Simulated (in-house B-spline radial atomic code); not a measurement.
**PBEsol excitations of the bromine ion Br⁷⁺**

Method: PBEsol. Computed with an all-electron radial atomic-structure program (B-spline basis): linear response of the closed shell [Ar] 3d10 with the functional's adiabatic kernel; non-relativistic, point nucleus, no spin-orbit coupling, no double excitations, S, P, D and F terms only. Only terms of natural parity with L up to 3 were computed.

Without relativity these are model numbers for so heavy an element.

Command:
```bash
python run_td.py task.json out
```
Settings (radii: box in bohr, nucleus in fm):
```
Z                        35
electrons                28
configuration            [Ar] 3d10
hamiltonian              nr
method                   pbesol
box_radius               12.81
intervals                53
```

Run time, properties included: 0.8 s on 1 thread of Intel(R) Xeon(R) Platinum 8488C (Sapphire Rapids), on a shared host.

The lowest states, in the order of their Tamm-Dancoff energies; the method's threshold (minus the highest occupied level) is 176.83 eV. Labels give the largest channel, * marks a mixed state, and oscillator strengths are full-response dipole values. Semilocal kernels can invert the small singlet-triplet splittings of Rydberg terms. Energies in eV:

```tsv
state	full response	Tamm-Dancoff	oscillator strength
3d → 4s 3D	67.05	67.06	-
3d → 4s 1D	67.83	67.84	-
3d → 4p 3P	82.81	82.83	-
3d → 4p 3F	?	?	-
3d → 4p 1F	83.66	83.66	-
3d → 4p 1P	84.93	85.02	0.533
3d → 4d 3S	107.65	107.69	-
3d → 4d 3D	108.82	108.83	-
3d → 4d 1D	109.71	109.72	-
3d → 4d 1S	?	?	-
```

Task: Where does 3d → 4p 3F lie?

Result: At 83.06 eV in full response, 83.07 eV in Tamm-Dancoff.

Task: Where does 3d → 4d 1S lie?

Result: At 116.09 eV in full response, 116.97 eV in Tamm-Dancoff.

Task: How large is the singlet-triplet splitting of 3d → 4s (D terms) in Tamm-Dancoff?

Result: 0.776 eV, from the unrounded values.

Task: What polarisabilities and dispersion coefficient does the method give?

Result: Dipole 0.2775 bohr³, quadrupole 0.2192 bohr⁵, C6 0.3622 hartree·bohr⁶ for two such species.
